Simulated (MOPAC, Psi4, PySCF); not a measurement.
Two rigid molecules brought together: N2 ··· BF3 (SMILES N#N and FB(F)F). Monomers: optimised at B3LYP-D3(BJ) (def2-TZVP), held rigid. Orientation: a higher rigid-body minimum at GFN2-xTB. R is the distance of the centres of mass, along which the second monomer moves.

Geometry at R = 2.94 Å (first 2 atoms: monomer A):
```
6

N      0.5455     0.0000     0.0000
N     -0.5455     0.0000     0.0000
F     -2.9110     1.3472    -1.6173
B     -1.8568     1.9739    -1.1409
F     -1.8966     2.5100     0.0601
F     -0.7612     2.0608    -1.8641
```

- AM1, restricted, heats of formation (MOPAC)
- RHF/STO-3G = PySCF with restricted Hartree-Fock/STO-3G, no counterpoise correction
- RKS-B3LYP/3-21G = PySCF 2.14.0 with restricted B3LYP/3-21G, no counterpoise correction
- SAPT0/jun-cc-pVDZ, frozen core (Psi4)

Interaction energies in kcal/mol; the last columns give the difference from SAPT0:

```json
[
 {"R / Å": "2.31", "AM1": "37.16", "RHF/STO-3G": "21.56", "RKS-B3LYP/3-21G": "9.72", "SAPT0/jun-cc-pVDZ": "19.87", "AM1 − SAPT0/jun-cc-pVDZ": "17.29", "RHF/STO-3G − SAPT0/jun-cc-pVDZ": "1.69", "RKS-B3LYP/3-21G − SAPT0/jun-cc-pVDZ": "-10.14"},
 {"R / Å": "2.53", "AM1": "17.28", "RHF/STO-3G": "8.44", "RKS-B3LYP/3-21G": "0.67", "SAPT0/jun-cc-pVDZ": "8.85", "AM1 − SAPT0/jun-cc-pVDZ": "8.43", "RHF/STO-3G − SAPT0/jun-cc-pVDZ": "-0.41", "RKS-B3LYP/3-21G − SAPT0/jun-cc-pVDZ": "-8.18"},
 {"R / Å": "2.78", "AM1": "5.26", "RHF/STO-3G": "2.22", "RKS-B3LYP/3-21G": "-2.94", "SAPT0/jun-cc-pVDZ": "3.00", "AM1 − SAPT0/jun-cc-pVDZ": "2.26", "RHF/STO-3G − SAPT0/jun-cc-pVDZ": "-0.79", "RKS-B3LYP/3-21G − SAPT0/jun-cc-pVDZ": "-5.94"},
 {"R / Å": "2.94", "AM1": "1.76", "RHF/STO-3G": "0.61", "RKS-B3LYP/3-21G": "-3.50", "SAPT0/jun-cc-pVDZ": "1.22", "AM1 − SAPT0/jun-cc-pVDZ": "0.54", "RHF/STO-3G − SAPT0/jun-cc-pVDZ": "-0.62", "RKS-B3LYP/3-21G − SAPT0/jun-cc-pVDZ": "-4.72"},
 {"R / Å": "3.13", "AM1": "0.18", "RHF/STO-3G": "-0.19", "RKS-B3LYP/3-21G": "-3.40", "SAPT0/jun-cc-pVDZ": "0.15", "AM1 − SAPT0/jun-cc-pVDZ": "0.04", "RHF/STO-3G − SAPT0/jun-cc-pVDZ": "-0.33", "RKS-B3LYP/3-21G − SAPT0/jun-cc-pVDZ": "-3.54"},
 {"R / Å": "3.31", "AM1": "-0.10", "RHF/STO-3G": "-0.41", "RKS-B3LYP/3-21G": "-2.97", "SAPT0/jun-cc-pVDZ": "-0.31", "AM1 − SAPT0/jun-cc-pVDZ": "0.20", "RHF/STO-3G − SAPT0/jun-cc-pVDZ": "-0.10", "RKS-B3LYP/3-21G − SAPT0/jun-cc-pVDZ": "-2.67"},
 {"R / Å": "3.61", "AM1": "-0.01", "RHF/STO-3G": "-0.39", "RKS-B3LYP/3-21G": "-2.08", "SAPT0/jun-cc-pVDZ": "-0.50", "AM1 − SAPT0/jun-cc-pVDZ": "0.49", "RHF/STO-3G − SAPT0/jun-cc-pVDZ": "0.11", "RKS-B3LYP/3-21G − SAPT0/jun-cc-pVDZ": "-1.58"},
 {"R / Å": "3.94", "AM1": "0.01", "RHF/STO-3G": "-0.26", "RKS-B3LYP/3-21G": "-1.19", "SAPT0/jun-cc-pVDZ": "-0.43", "AM1 − SAPT0/jun-cc-pVDZ": "0.44", "RHF/STO-3G − SAPT0/jun-cc-pVDZ": "0.16", "RKS-B3LYP/3-21G − SAPT0/jun-cc-pVDZ": "-0.76"},
 {"R / Å": "4.48", "AM1": "-0.05", "RHF/STO-3G": "-0.14", "RKS-B3LYP/3-21G": "-0.36", "SAPT0/jun-cc-pVDZ": "-0.25", "AM1 − SAPT0/jun-cc-pVDZ": "0.20", "RHF/STO-3G − SAPT0/jun-cc-pVDZ": "0.11", "RKS-B3LYP/3-21G − SAPT0/jun-cc-pVDZ": "-0.11"},
 {"R / Å": "5.13", "AM1": "-0.06", "RHF/STO-3G": "-0.07", "RKS-B3LYP/3-21G": "-0.09", "SAPT0/jun-cc-pVDZ": "-0.12", "AM1 − SAPT0/jun-cc-pVDZ": "0.06", "RHF/STO-3G − SAPT0/jun-cc-pVDZ": "0.05", "RKS-B3LYP/3-21G − SAPT0/jun-cc-pVDZ": "0.03"},
 {"R / Å": "6.11", "AM1": "-0.03", "RHF/STO-3G": "-0.03", "RKS-B3LYP/3-21G": "-0.03", "SAPT0/jun-cc-pVDZ": "-0.05", "AM1 − SAPT0/jun-cc-pVDZ": "0.02", "RHF/STO-3G − SAPT0/jun-cc-pVDZ": "0.01", "RKS-B3LYP/3-21G − SAPT0/jun-cc-pVDZ": "0.02"},
 {"R / Å": "7.41", "AM1": "-0.01", "RHF/STO-3G": "-0.01", "RKS-B3LYP/3-21G": "-0.01", "SAPT0/jun-cc-pVDZ": "-0.02", "AM1 − SAPT0/jun-cc-pVDZ": "0.00", "RHF/STO-3G − SAPT0/jun-cc-pVDZ": "0.00", "RKS-B3LYP/3-21G − SAPT0/jun-cc-pVDZ": "0.00"}
]
```

AM1 is furthest from SAPT0/jun-cc-pVDZ at 2.31 (17.29 kcal/mol, above); its mean absolute difference over the points is 2.50 kcal/mol.

RHF/STO-3G is furthest from SAPT0/jun-cc-pVDZ at 2.31 (1.69 kcal/mol, above); its mean absolute difference over the points is 0.37 kcal/mol.

RKS-B3LYP/3-21G is furthest from SAPT0/jun-cc-pVDZ at 2.31 (-10.14 kcal/mol, below); its mean absolute difference over the points is 3.14 kcal/mol.
